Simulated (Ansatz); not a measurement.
Cost and result up the ladder for CaSi2 (the lowest singlet isomer of a short search) (3 atoms). Total charge 0; singlet. Geometry: PBE-D4/def2-TZVP.

| atom | x (Å) | y (Å) | z (Å) |
| --- | --- | --- | --- |
| Ca1 | 0.171 | 0.642 | 1.526 |
| Si2 | -0.097 | 0.680 | -1.183 |
| Si3 | -0.074 | -1.323 | -0.343 |

Ansatz on 4 threads of Arm Neoverse V1 on a shared host. Times are rough, and most runs start from the orbitals of an earlier one. PBE0-D4/def2-TZVPD serves as the yardstick here, not as an exact answer. Differences are given only for rows in sets of like size (and for xTB, whose basis is part of the method), since another set adds its own error. Binding counts from free atoms at the same level (Ca singlet, Si triplet; other spins of the atoms weren't run), without zero-point energy or a counterpoise term.

B3LYP takes the VWN-RPA correlation. Correlated methods freeze 15 core orbitals; core or outer-core shells of Ca are correlated, in sets that lack core-valence functions. The structure comes from a short search, and lower isomers may exist.

Run but left out: PBE-QIDH/def2-TZVP (restricted singlet, unstable towards broken spin symmetry); HF/STO-3G (restricted singlet, unstable in another Hartree–Fock run and untested here).

Correlated methods converge slowly with the basis.

| level | functions | binding energy per atom (eV) | difference from PBE0-D4/def2-TZVPD (eV) | remarks |
| --- | --- | --- | --- | --- |
| r2SCAN-D4/def2-TZVPD | 122 | 2.16 | 0.12 | – |
| MP2/def2-TZVP | 110 | 1.94 | -0.10 | restricted SCF unstable |
| B3LYP-D4/def2-TZVP | 110 | 1.94 | -0.11 | – |
| PBE-D4/def2-TZVP | 110 | 2.20 | 0.16 | – |
| CCSD(T)/def2-TZVPD | 122 | 1.81 | -0.23 | large T1 (0.021), restricted SCF unstable |
| CCSD(T)/def2-TZVPP | 120 | 1.81 | -0.23 | large T1 (0.021), restricted SCF unstable |
| r2SCANh-D4/def2-TZVP | 110 | 2.09 | 0.05 | – |
| RPA@PBE/def2-TZVP | 110 | 1.53 | -0.51 | – |
| PBE0-D4/def2-TZVPD | 122 | 2.04 | 0.00 | – |
| r2SCAN-D4/def2-TZVP (with forces) | 110 | 2.16 | 0.12 | – |
| BLYP-D4/def2-TZVP | 110 | 2.02 | -0.02 | – |
| PBE0-D4/def2-TZVP | 110 | 2.04 | 0.00 | – |
| PBE-D4/def2-SVP | 60 | 2.19 | – | – |
| PBE0-D4/def2-SVP | 60 | 2.02 | – | – |

(1) Estimate how long each takes.

Answers

(1) PBE-D4/def2-SVP 0.6 s; PBE0-D4/def2-SVP 0.7 s; MP2/def2-TZVP 0.8 s; PBE-D4/def2-TZVP 0.85 s; BLYP-D4/def2-TZVP 0.9 s; B3LYP-D4/def2-TZVP 1.1 s; PBE0-D4/def2-TZVPD 1.1 s; PBE0-D4/def2-TZVP 1.4 s; RPA@PBE/def2-TZVP 1.6 s; r2SCANh-D4/def2-TZVP 2.1 s; r2SCAN-D4/def2-TZVP (with forces) 2.1 s; r2SCAN-D4/def2-TZVPD 2.4 s; CCSD(T)/def2-TZVPP 3.3 s; CCSD(T)/def2-TZVPD 3.4 s. On shared hardware such times vary by a factor of up to 3.
